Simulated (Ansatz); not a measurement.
Program: Ansatz. Geometries: PBE0-D4/def2-TZVP. ΔE: electronic, gas phase. CCSD(T)/CBS is the MP2 limit (def2-TZVPP, def2-QZVPP) plus CCSD(T) − MP2 in def2-TZVPP, frozen cores. This one scheme is used for every species. For Ge outer-core shells are correlated without core-valence functions, which leaves a few kJ/mol of doubt a bond. Scalar relativity is left out up to krypton. One conformer a species, not always the lowest.

Reaction (hydrogenolysis of a Ge–O bond): `[OH][GeH2][SiH2]S` + H₂ → `S[SiH2][GeH3]` + H₂O

`[OH][GeH2][SiH2]S`:

```xyz
10

O    -0.599    1.551    0.733
Ge   -0.894    0.406   -0.622
Si    0.598   -1.349   -0.015
S     2.300   -0.375    0.830
H    -1.023    2.403    0.610
H    -2.393    0.036   -0.645
H    -0.534    1.105   -1.951
H    -0.065   -2.286    0.932
H     1.054   -2.125   -1.196
H     1.555    0.634    1.323
```

H₂:

Cartesian coordinates in Å:
```
H 0.216 0.117 -0.281
H -0.216 -0.117 0.281
```

`S[SiH2][GeH3]`:

Z-matrix (Å, degrees):
```
Si
Ge 1 2.378
S 1 2.143 2 110.9
H 1 1.485 2 111.1 3 115.5
H 1 1.488 2 110.3 3 -123.9
H 2 1.539 1 111.4 3 176.3
H 2 1.539 1 109.3 3 56.7
H 2 1.536 1 110.3 3 -62.5
H 3 1.344 1 94.8 2 -55.2
```

H₂O:

Z-matrix (Å, degrees):
```
O
H 1 0.960
H 1 0.960 2 105.1
```

| species | HF/CBS(def2) energy (Eh) |
| --- | --- |
| `[OH][GeH2][SiH2]S` | -2840.37175 |
| H₂ | -1.13356 |
| `S[SiH2][GeH3]` | -2765.44260 |
| H₂O | -76.06721 |

(1) Work out ΔE.

Largest T1 diagnostic among the species: 0.012.

## Answers

(1) ΔE = (-2765.44260) + (-76.06721) − (-2840.37175) − (-1.13356) = -0.00450 Eh = -0.12 eV. CCSD(T)/CBS gives -0.04 eV.

The D4 term adds +0.07 eV with B3LYP and +0.04 eV with PBE0; it sums over pairs of atoms, weighted by their polarisabilities, and B3LYP, whose exchange is more repulsive, gets the larger term. In def2-TZVPP, CCSD(T) changes the Hartree–Fock value by +0.10 eV (the triples alone add +0.04 eV) and MP2 by +0.16 eV.

B3LYP here is the variant with VWN-RPA as its local correlation; programs differ in this.
